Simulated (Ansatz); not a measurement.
CH₆AlBSi (`[BH]1C[SiH2][AlH]1`). Charge 0, multiplicity 1.

```xyz
10

B     0.219   -1.087   -0.236
C    -0.316   -0.719    1.153
Si   -0.102    1.000    0.291
Al    0.031   -0.135   -1.957
H     1.440   -1.076   -0.391
H     0.337   -0.846    2.015
H    -1.363   -0.885    1.393
H    -1.447    1.635    0.231
H     0.892    1.871    0.964
H     0.309    0.241   -3.463
```

Q: List the harmonic frequencies (cm⁻¹, unscaled) at PBE0-D4/def2-TZVP in Ansatz. (An estimate is asked.)

A: Ansatz gave: 128, 259, 332, 394, 432, 474, 496, 546, 598, 644, 737, 772, 873, 914, 928, 1028, 1146, 1431, 1958, 2204, 2234, 2373, 3117, 3189.

Q: Is this a minimum?

A: Yes, all 24 modes are real.

Q: Give the ideal-gas thermochemistry at 298.15 K and 1 bar (rigid rotor, harmonic oscillator; point group C1, symmetry number 1).

A: Zero-point energy 162.7 kJ/mol; H(298) − E = 181.9 kJ/mol; entropy 320.5 J/(mol·K), of which translation 164.1, rotation 108.0, vibration 48.4; G(298) − E = 86.3 kJ/mol.

Q: And at 400, 500, 600, 800 and 1000 K?

A: 
| T (K) | H − E (kJ/mol) | S (J/mol/K) | G − E (kJ/mol) |
| --- | --- | --- | --- |
| 400 | 193.9 | 355.1 | 51.9 |
| 500 | 207.6 | 385.5 | 14.8 |
| 600 | 222.7 | 413.1 | -25.2 |
| 800 | 256.1 | 461.0 | -112.7 |
| 1000 | 292.6 | 501.7 | -209.1 |
